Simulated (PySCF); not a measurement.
Structure problem from calculated spectra and properties.

Formula: C8H12N2.

* NMR, other nuclei: isotropic shieldings of nuclei other than C and H, by class: -61 (1 N), 34 (1 N) ppm [GIAO PBE0/pcSseg-1]
* Rotational structure: rotational constants A, B, C: 1.883, 1.206, 0.828 GHz [GFN2-xTB]
* 1H NMR: chemical shifts (computed TMS as zero) by class: 7.37 (1 H), 6.09 (1 H), 3.30 (1 H), 2.85 (2 H), 1.58 (2 H), 1.23 (3 H), 0.83 (2 H) ppm [GIAO PBE0/pcSseg-1]
* 13C NMR: chemical shifts (computed TMS as zero) by class: 148.4 (1 C), 141.1 (1 C), 110.1 (1 C), 30.7 (1 C), 22.8 (1 C), 18.6 (1 C), 9.1 (2 C) ppm [GIAO PBE0/pcSseg-1]
* Dipole: 2.50 D [PBE0/pcSseg-1]

Gas-phase values; electronic properties from PySCF, density fitting. Levels stand in brackets. One conformer (not necessarily the lowest) at the GFN2-xTB geometry, without solvent, vibrations or thermal averaging. NMR values are class means; diastereotopic atoms form classes of their own.

Q: What is the compound? Reason from the data.

A: Numbering: `[CH3:1][CH2:2][c:3]1[cH:4][cH:5][n:6][n:7]1[CH:8]1[CH2:9][CH2:10]1`. Its formula, C8H12N2, gives 4 degrees of unsaturation: 2 rings and 2 π bonds in the structure found (Kekulé form). 8 carbons fall into 7 classes; from least to most shielded: substituted aromatic carbon [C3] (148.4 ppm), aromatic CH next to a ring nitrogen [C5] (141.1 ppm), aromatic CH carbon [C4] (110.1 ppm), ring sp3 carbon bound to nitrogen [C8] (30.7 ppm), benzylic-type carbon [C2] (22.8 ppm), methyl carbon [C1] (18.6 ppm), three-membered-ring carbon [C9/C10] (9.1 ppm, 2 C, up to 4.2 ppm apart in this geometry). Hydrogen classes from least to most shielded: 1 H on an aromatic CH next to a ring nitrogen, C5 (7.37 ppm), 1 H on an aromatic CH carbon, C4 (6.09 ppm), 1 H on an sp3 carbon bound to nitrogen, C8 (3.30 ppm), 2 H on a benzylic-type carbon, C2 (2.85 ppm), 2 H on 2 three-membered-ring carbons, C9/C10 (1.58 ppm, a mean of values up to 1.5 ppm apart in this geometry), 3 H on a methyl carbon, C1 (1.23 ppm), 2 H on 2 three-membered-ring carbons, C9/C10 (0.83 ppm). The other shieldings belong to: -61 ppm, pyridine-type nitrogen [N6]; 34 ppm, pyrrole-type nitrogen [N7]. The optimised geometry has point group C1 and is an asymmetric top. Structure: `CCC1=CC=NN1C1CC1`. Computed isomers that give other values at the same levels: `C#CCN1C[C@H](C)C(C)=N1` (13C chemical shifts (computed TMS as zero) by class: 149.6 (1 C), 85.7 (1 C), 78.0 (1 C), 62.1 (1 C), 47.4 (1 C), 46.9 (1 C), 21.4 (1 C), 15.9 (1 C) ppm); `Cc1ccc(C(C)C)nn1` (13C chemical shifts (computed TMS as zero) by class: 172.1 (1 C), 160.5 (1 C), 130.4 (1 C), 129.8 (1 C), 41.2 (1 C), 26.1 (2 C), 24.9 (1 C) ppm); `CCc1cc(C)nnc1C` (13C chemical shifts (computed TMS as zero) by class: 162.2 (1 C), 159.1 (1 C), 145.5 (1 C), 129.8 (1 C), 30.1 (1 C), 24.7 (1 C), 22.7 (1 C), 18.6 (1 C) ppm). The assignments are read from this structure; whether some other isomer fits the data as well wasn't checked.

The values belong to the conformer `[CH3:1][CH2:2][c:3]1[cH:4][cH:5][n:6][n:7]1[CH:8]1[CH2:9][CH2:10]1`: C1–C2–C3–C4 -94°, N6–N7–C8–C9 13°.
